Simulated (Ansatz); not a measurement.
A nudged elastic band was laid between two geometries of CH4SSi2 (8 atoms, charge 0, multiplicity 1).

Level of theory: Ansatz, RKS PBE/def2-SVP.

```json
{
 "movable images": "9",
 "climbing image": "yes",
 "spring": "5.0 eV/Å²",
 "optimiser": "quadratic models (default)",
 "start path": "through a guess of the saddle point",
 "force threshold": "0.05 eV/Å",
 "iteration limit": "42",
 "end points": "relaxed"
}
```

Initial state:

```xyz
8
Properties=species:S:1:pos:R:3
S -2.125 -0.058 1.360
Si -0.826 0.121 -0.355
C 0.915 0.748 -0.236
Si 1.136 -0.912 -0.753
H -1.106 -0.306 2.230
H -1.797 0.475 -1.449
H 1.409 1.685 0.071
H 2.393 -1.753 -0.868
```

Final state:

```xyz
8
Properties=species:S:1:pos:R:3
S -1.377 -0.115 1.948
Si -0.608 0.046 -0.069
C 1.080 0.759 -0.334
Si 1.283 -0.908 -0.828
H -2.682 -0.113 1.551
H -1.802 0.301 -0.952
H 1.574 1.727 -0.153
H 2.532 -1.698 -1.163
```

Question: Which bonds break or form, and what moves?

Answer: No bond is made or broken. The dihedral H5–S1–Si2–Si4 goes from 31 to -145°.

Question: Give the energies along the band, and the barrier.

Answer: The run converged. The highest image is number 5 of 0 to 10, 4.5 kcal/mol above the first end and 3.6 kcal/mol above the last; the last end lies 0.9 kcal/mol above the first. A vibrational analysis at the climbing image gives one clearly imaginary mode, 236i cm⁻¹: a first-order saddle point.

| image | path coordinate (Å) | energy (kcal/mol) | dihedral H5–S1–Si2–Si4 (°) |
| --- | --- | --- | --- |
| 0 | 0.00 | 0.0 | 31 |
| 1 | 0.32 | 0.3 | 20 |
| 2 | 0.65 | 1.2 | 4 |
| 3 | 0.97 | 2.7 | -16 |
| 4 | 1.29 | 4.0 | -37 |
| 5 | 1.62 | 4.5 | -57 |
| 6 | 1.95 | 4.1 | -76 |
| 7 | 2.29 | 3.1 | -94 |
| 8 | 2.62 | 2.1 | -111 |
| 9 | 2.96 | 1.2 | -128 |
| 10 | 3.29 | 0.9 | -145 |

Question: What is the geometry of the highest image?

Answer: 
```xyz
8
Properties=species:S:1:pos:R:3
S -1.759 0.312 1.730
Si -0.737 0.199 -0.196
C 0.993 0.882 -0.417
Si 1.210 -0.838 -0.550
H -1.807 -1.043 1.864
H -1.762 0.379 -1.284
H 1.474 1.872 -0.423
H 2.388 -1.763 -0.725
```

Question: What are the harmonic wavenumbers there?

Answer: 236i, 129, 192, 317, 406, 438, 532, 626, 673, 711, 715, 794, 860, 986, 2126, 2139, 2619, 3144 cm⁻¹.

Run time: 9.5 min on 1 thread of Intel(R) Xeon(R) Processor @ 2.50GHz (Skylake/Cascade Lake), with other jobs on the host, peak memory 0.13 GiB.
